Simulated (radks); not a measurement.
Question: The mean radii <r> (bohr) of the occupied orbitals of an atom or ion are listed with their occupations. All-electron calculation, non-relativistic Kohn-Sham, r2SCAN, spin-polarised, spherical densities, point nucleus; meta-GGA in the generalised Kohn-Sham scheme. Program: a radial shooting solver on a logarithmic mesh with Libxc functionals.

| orbital | occ. | <r> |
|---|---|---|
| 1s up | 1 | 0.01824 |
| 1s down | 1 | 0.01824 |
| 2s down | 1 | 0.07663 |
| 2s up | 1 | 0.07663 |
| 2p up | 3 | 0.06473 |
| 2p down | 3 | 0.06473 |
| 3s up | 1 | 0.1924 |
| 3s down | 1 | 0.1924 |
| 3p up | 3 | 0.1831 |
| 3p down | 3 | 0.1831 |
| 3d up | 5 | 0.1596 |
| 3d down | 5 | 0.1596 |
| 4s up | 1 | 0.4190 |
| 4s down | 1 | 0.4190 |
| 4p up | 3 | 0.4215 |
| 4p down | 3 | 0.4215 |
| 4d up | 5 | 0.4251 |
| 4d down | 5 | 0.4251 |
| 4f up | 7 | 0.4319 |
| 4f down | 7 | 0.4319 |
| 5s up | 1 | 0.9269 |
| 5s down | 1 | 0.9272 |
| 5p up | 3 | 0.9900 |
| 5p down | 3 | 0.9900 |
| 5d up | 5 | 1.207 |
| 5d down | 5 | 1.202 |
| 6s up | 1 | 2.326 |
| 6s down | 1 | 2.302 |
| 6p up | 1 | 2.676 |

Name the element and its charge. Open shells, if any, are filled with parallel spins first.

Answer: Z = 83, bismuth, charge +2: Bi2+ in [Hg] 6p1. The 1s radius gives Z: for a bare nucleus <r> = 1.5/Z, 0.01807 bohr for Z = 83, and screening makes it slightly larger (0.01824 here). The occupations add up to 81, and the charge is Z minus that.
